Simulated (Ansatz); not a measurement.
Program: Ansatz. Geometries: PBE0-D4/def2-TZVP. ΔE: electronic, gas phase. CCSD(T)/CBS adds triple-zeta CCSD(T) − MP2 to the extrapolated MP2 energy (def2 sets, frozen cores). This one scheme is used for every species, atoms too. For atomizations the MP2-based limit and the directly extrapolated one differ by several kJ/mol either way, and by 10 to 25 for some Ge, Se and Sn compounds, so smaller differences from it don't rank the levels. DFT in def2-TZVPP. Open shells (•) are unrestricted, without spin–orbit coupling. Spin–orbit coupling would lower the free atoms: a little for C, F, O, Si. One conformer a species, not always the lowest.

Consider the atomization: `O[SiH2]C#C[SiH2]F` → 2 C• + F• + 5 H• + O• + 2 Si•.

```csv
level,ΔE (kJ/mol)
PBE-D4,4391.9
revPBE,4215.0
HF/def2-TZVPP,3201.3
HF/def2-QZVPP,3212.2
```

(1) What does CCSD(T)/CBS give? (Best estimate.)

Largest T1 diagnostic among the species: 0.012.

## Answers

(1) Ansatz gave: +4361.0 kJ/mol. The listed levels differ from it by 30.9, -146.0, -1159.7, -1148.8 kJ/mol.

From BLYP to BHLYP (50 % exact exchange), in def2-TZVPP and without D4, ΔE moves by −108.3 kJ/mol: exact exchange takes away binding that semilocal exchange gives to molecules. Leaving LDA and LC-ωPBE aside and taking each functional with its dispersion term where it has one, the values, not all of them listed here, spread over 190.3 kJ/mol, from BHLYP-D4 to PBE-D4. LDA lies +552.7 kJ/mol from PBE without D4, its usual overbinding. The D4 term adds +36.6 kJ/mol with B3LYP and +19.3 kJ/mol with PBE0; it sums over pairs of atoms, weighted by their polarisabilities, and B3LYP, whose exchange is more repulsive, gets the larger term.

B3LYP here is the variant with VWN-RPA as its local correlation; programs differ in this.
